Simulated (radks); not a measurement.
Values are calculated unless marked as measured or tabulated.
Question: These are the eigenvalues of the occupied orbitals of an atom or ion with whole-number occupations (hartree). Code: a radial shooting solver on a logarithmic mesh with Libxc functionals. Model: non-relativistic Kohn-Sham, PBEsol, spin-polarised, spherical densities, point nucleus.

1s up: -573.5734
1s down: -573.5729
2s up: -76.77270
2s down: -76.77231
2p up: -69.98101
2p down: -69.98064
3s up: -12.02303
3s down: -12.02236
3p up: -9.53820
3p down: -9.53749
3d up: -5.03676
3d down: -5.03599
4s up: -1.68379
4s down: -1.68066
4p up: -1.07166
4p down: -1.06686
5s up: -0.31557

Which element is it, and in what charge state? The configuration may be excited. Open shells, if any, are filled with parallel spins first.

Answer: Z = 38, strontium, charge +1: Sr+ in [Kr] 5s1. The list shows which subshells hold electrons but not how many an open one holds; the 1s level, -573.57 hartree, gives Z - s = 33.9 by -(Z - s)^2/2, which with screening narrows Z to a few neighbours, and the depths of the outer levels then fix element, charge and occupations together.
